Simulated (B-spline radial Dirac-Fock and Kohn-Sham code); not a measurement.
Binding energies of Pb⁶⁴⁺ at several levels of theory

System: the Pb⁶⁴⁺ ion, [Ne] 3s2 3p6.

The density-functional columns are spherical, spin-unpolarised Dirac-Kohn-Sham results without Breit or QED terms: −ε is minus the orbital energy of the initial state and ΔSCF the difference of two total energies. The reference in the last column comes from ΔSCF Dirac-Fock with Breit, self-energy and vacuum polarisation, finite nucleus, configuration average. All numbers are from a B-spline atomic structure program, in eV; a selection of levels is shown. The Kohn-Sham columns are given as differences from the reference. For the 1s level of heavy atoms much of the gap between ΔSCF and the reference is the Breit and QED part, -497.5 eV here; for other levels the error of the functional can be larger.

```
level  LDA −ε − DF  LDA ΔSCF − DF  Dirac-Fock
   1s       -213.0         +487.9     93168.4
   2s       -198.0          -27.3     20869.9
2p1/2       -140.4          +69.2     20249.1
2p3/2       -158.3          +22.3     18045.7
   3s        -92.0          -20.9      8190.5
3p1/2        -52.6          +23.4      7937.1
3p3/2        -59.1          +10.9      7362.3
```

For the outermost level NIST gives 7362 ± 24 eV (theoretical); the differences from it are LDA −ε -58.73, LDA ΔSCF +11.25, Dirac-Fock +0.34 eV.

Values without a named source are computed, but for edge energies of neutral atoms, which are taken from tables.
